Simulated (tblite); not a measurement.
Compound: C5H8BrNSi.
SMILES with atom numbers: `[H]/[N:1]=[CH:2]\[C@H:3]1[CH2:4][SiH2:5]/[C:6]1=[CH:7]\[Br:8]` (hydrogens: H9 on N1; H10 on C2; H11 on C3; H12, H13 on C4; H14, H15 on Si5; H16 on C7)

Computed with GFN2-xTB (tblite), gas phase: L-BFGS steps from a force-field or distance-geometry start until the largest atomic force falls under 0.01 eV/Å.

Step 57: E = -637.7226 eV
```
atom  x, y, z in Å  |  force x, y, z in eV/Å
N1     -1.2720    1.5803   -1.2139   -0.028  -0.004  -0.006
C2     -1.6543    0.7446   -0.3636    0.014  -0.020   0.010
C3     -0.8072   -0.1678    0.4818    0.009  -0.016  -0.008
C4     -0.5629   -1.5295   -0.2314    0.005  -0.010   0.008
Si5     1.3398   -1.2585   -0.2730    0.015   0.015   0.011
C6      0.6365    0.2708    0.5920    0.011   0.015  -0.028
C7      1.0748    1.4157    1.0800    0.030   0.004  -0.004
Br8     2.9224    1.8577    1.0929    0.003   0.012   0.020
H9     -0.2585    1.6573   -1.3094   -0.013   0.040  -0.012
H10    -2.7299    0.6355   -0.2430    0.025  -0.028  -0.016
H11    -1.2763   -0.2934    1.4606   -0.015   0.005  -0.001
H12    -0.9237   -2.3727    0.3518   -0.006  -0.011  -0.013
H13    -1.0438   -1.5761   -1.2069   -0.034   0.007   0.011
H14     2.1637   -2.1183    0.5692   -0.022  -0.018   0.019
H15     1.9299   -1.0275   -1.5896   -0.019   0.018   0.011
H16     0.4541    2.1910    1.5092    0.025  -0.009  -0.003
```

Step 58: E = -637.7231 eV
```
atom  x, y, z in Å  |  force x, y, z in eV/Å
N1     -1.2692    1.5802   -1.2175   -0.019   0.021  -0.014
C2     -1.6515    0.7443   -0.3680    0.001  -0.050   0.002
C3     -0.8078   -0.1659    0.4827   -0.002  -0.027  -0.010
C4     -0.5652   -1.5302   -0.2271    0.028  -0.002   0.009
Si5     1.3380   -1.2558   -0.2747    0.012  -0.012  -0.012
C6      0.6359    0.2708    0.5931    0.006   0.003  -0.034
C7      1.0763    1.4133    1.0834    0.029   0.010   0.004
Br8     2.9226    1.8556    1.0932    0.020   0.014   0.021
H9     -0.2560    1.6654   -1.3073   -0.007   0.035  -0.009
H10    -2.7272    0.6278   -0.2572    0.016  -0.026  -0.006
H11    -1.2808   -0.2878    1.4601   -0.010   0.007   0.002
H12    -0.9210   -2.3726    0.3605   -0.008  -0.008  -0.006
H13    -1.0506   -1.5823   -1.2002   -0.029   0.013   0.012
H14     2.1702   -2.1131    0.5624   -0.029  -0.018   0.020
H15     1.9224   -1.0257   -1.5943   -0.022   0.020   0.015
H16     0.4563    2.1851    1.5177    0.012   0.018   0.006
```

Step 59: E = -637.7237 eV
```
atom  x, y, z in Å  |  force x, y, z in eV/Å
N1     -1.2670    1.5801   -1.2213   -0.016   0.021   0.004
C2     -1.6487    0.7431   -0.3723    0.009  -0.046  -0.036
C3     -0.8076   -0.1645    0.4833   -0.008  -0.028  -0.014
C4     -0.5666   -1.5313   -0.2226    0.039  -0.002   0.004
Si5     1.3372   -1.2533   -0.2754   -0.004  -0.030  -0.059
C6      0.6360    0.2712    0.5935    0.007   0.005  -0.025
C7      1.0783    1.4119    1.0867    0.014   0.001   0.005
Br8     2.9232    1.8546    1.0952    0.039   0.016   0.021
H9     -0.2541    1.6744   -1.3060   -0.009   0.025  -0.003
H10    -2.7241    0.6193   -0.2711   -0.001  -0.026   0.005
H11    -1.2842   -0.2830    1.4592   -0.005   0.011   0.009
H12    -0.9189   -2.3721    0.3698   -0.004   0.002  -0.007
H13    -1.0563   -1.5888   -1.1936   -0.016   0.018   0.024
H14     2.1737   -2.1114    0.5555   -0.022  -0.021   0.027
H15     1.9131   -1.0218   -1.5998   -0.025   0.017   0.033
H16     0.4587    2.1806    1.5255    0.002   0.037   0.011
```

Step 60: E = -637.7245 eV
```
atom  x, y, z in Å  |  force x, y, z in eV/Å
N1     -1.2677    1.5800   -1.2255    0.000   0.025   0.016
C2     -1.6457    0.7414   -0.3764    0.001  -0.046  -0.062
C3     -0.8062   -0.1629    0.4840   -0.007  -0.022  -0.011
C4     -0.5669   -1.5319   -0.2181    0.037  -0.001  -0.003
Si5     1.3374   -1.2525   -0.2753   -0.022  -0.052  -0.074
C6      0.6378    0.2715    0.5944    0.005  -0.003  -0.023
C7      1.0814    1.4108    1.0893   -0.004   0.000   0.010
Br8     2.9244    1.8563    1.0995    0.054   0.014   0.019
H9     -0.2557    1.6859   -1.3076   -0.011   0.015   0.005
H10    -2.7206    0.6091   -0.2836   -0.014  -0.029   0.017
H11    -1.2862   -0.2785    1.4588    0.004   0.018   0.006
H12    -0.9190   -2.3704    0.3778    0.005   0.004  -0.004
H13    -1.0603   -1.5929   -1.1873   -0.004   0.021   0.029
H14     2.1750   -2.1166    0.5484   -0.021  -0.012   0.027
H15     1.9042   -1.0169   -1.6026   -0.017   0.015   0.032
H16     0.4607    2.1766    1.5308   -0.005   0.054   0.015
```

Task: Estimate the geometry and energy of step 61. (The exact step hangs on the optimiser's Hessian estimate; all steps are aligned on step 60, rigid shifts and turns removed.)

Result: E = -637.7254 eV, largest force 0.108 eV/Å
```
atom  x, y, z in Å  |  force x, y, z in eV/Å
N1     -1.2661    1.5810   -1.2314    0.022   0.003   0.047
C2     -1.6416    0.7378   -0.3852   -0.007  -0.023  -0.091
C3     -0.8050   -0.1611    0.4840   -0.004  -0.010  -0.008
C4     -0.5669   -1.5342   -0.2105    0.011  -0.007  -0.009
Si5     1.3369   -1.2512   -0.2775   -0.041  -0.060  -0.080
C6      0.6395    0.2728    0.5946    0.012   0.008  -0.008
C7      1.0847    1.4096    1.0949   -0.032  -0.015   0.007
Br8     2.9271    1.8578    1.1058    0.051   0.006   0.017
H9     -0.2545    1.7012   -1.3065   -0.034   0.001   0.016
H10    -2.7164    0.5944   -0.3040   -0.006  -0.030   0.021
H11    -1.2898   -0.2704    1.4578    0.015   0.025  -0.006
H12    -0.9175   -2.3693    0.3926    0.025   0.022  -0.013
H13    -1.0670   -1.6023   -1.1767    0.015   0.024   0.044
H14     2.1770   -2.1216    0.5376   -0.021   0.004   0.018
H15     1.8880   -1.0084   -1.6105   -0.007   0.007   0.039
H16     0.4641    2.1729    1.5418    0.000   0.045   0.006
```

The energy changes by -0.0009 eV. The first-order estimate −F·Δx gives -0.0013 eV and the mean of the old and new forces, exact on a quadratic surface, -0.0009 eV. The step makes an angle of 81° with the force vector and moves no atom by more than 0.026 Å.

The cost below is that of the whole relaxation. Time: 1.7 s. Hardware: one thread, Arm Neoverse N1 (aarch64), on a shared host.
